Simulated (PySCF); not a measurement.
Si(Cl)2(NH2)2 (Cl₂H₄N₂Si), SMILES N[Si](N)(Cl)Cl. Heavy atoms are numbered as in [NH2:1][Si:2]([NH2:3])([Cl:4])[Cl:5]. Hydrogens are named by the atom that carries them.

The structure is a stationary point at B3LYP-D3(BJ)/def2-SVP. The values are those of a single conformer.

These are B3LYP/pcSseg-1 in PySCF values and carry that method's errors.

GIAO shieldings, no solvent; atoms alike by connectivity are averaged. δ = σ(ref) − σ: ¹⁵N against NH3 (σ = 265.5 ppm); ²⁹Si against TMS (σ = 338.7 ppm); ³⁵Cl against HCl (σ = 933.3 ppm); ¹H against TMS (σ = 31.68 ppm), references at their B3LYP-D3(BJ)/def2-TZVP geometries, non-relativistic (without spin–orbit terms, shifts of atoms bonded to Cl or Br come out too high).

| nucleus | atoms | count | δ (ppm) |
|---|---|---|---|
| ¹⁵N | N1 (NH2) | 2 | 48.5 |
| ²⁹Si | Si2 | 1 | -13.7 |
| ³⁵Cl | Cl4 | 2 | 105.9 |
| ¹H | H on N1 | 4 | 1.48 |
